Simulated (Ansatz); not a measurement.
Reaction (formal exchange of groups at the Si–O bond): `[SiH3][O][Sc]([Cl])[Cl]` + `COCN` → `NCOC[SiH3]` + `[OH][Sc]([Cl])[Cl]`

Gas-phase electronic energies from Ansatz, PBE0-D4/def2-TZVP geometries. CBS: MP2 limit from def2 TZ/QZ plus the TZ coupled-cluster correction, frozen cores. This one scheme is used for every species. DFT in def2-TZVPP. B3LYP here is the variant with VWN-RPA as its local correlation; programs differ in this. For Sc outer-core shells are correlated without core-valence functions, which leaves a few kJ/mol of doubt a bond. Scalar relativity is left out up to krypton. Each species was taken in one conformer, which may not be the lowest.

| level | ΔE (kcal/mol) |
| --- | --- |
| PBE-D4 | 27.5 |
| r2SCAN-D4 | 30.7 |
| B3LYP | 31.4 |
| MP2/def2-QZVPP | 32.0 |

(1) What does CCSD(T)/CBS give? (Estimate.)

Largest T1 diagnostic among the species: 0.015.

## Answers

(1) Ansatz gave: +31.4 kcal/mol. The listed levels differ from it by -3.9, -0.7, 0.0, 0.6 kcal/mol.

From PBE to PBE0 (25 % exact exchange), in def2-TZVPP and without D4, ΔE moves by +1.3 kcal/mol. In def2-TZVPP, CCSD(T) changes the Hartree–Fock value by −4.7 kcal/mol (the triples alone add −0.5 kcal/mol) and MP2 by −4.2 kcal/mol.
